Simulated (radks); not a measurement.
Values are calculated unless marked as measured or tabulated.
Removal energies from the niobium ion Nb12+, [Ar] 3d10 4s1, by Delta-SCF beside the eigenvalue of the level emptied. Code: a radial shooting solver on a logarithmic mesh with Libxc functionals. Model: scalar-relativistic Kohn-Sham, PBE, spin-polarised, spherical densities, finite nucleus; Fermi nuclear charge, rms radius of each element as measured or else 0.836 A^(1/3) + 0.57 fm. Open shells are filled with parallel spins first.

| removed from | final configuration | Delta-SCF (eV) | -eigenvalue (eV) |
|---|---|---|---|
| 4s | [Ar] 3d10 | 270.75 | 260.34 |
| 3d | [Ar] 3d9 4s1 | 454.56 | 431.00 |
| 3p | [Ne] 3s2 3p5 3d10 4s1 | 603.98 | 581.39 |
| 3s | [Ne] 3s1 3p6 3d10 4s1 | 696.23 | 673.62 |
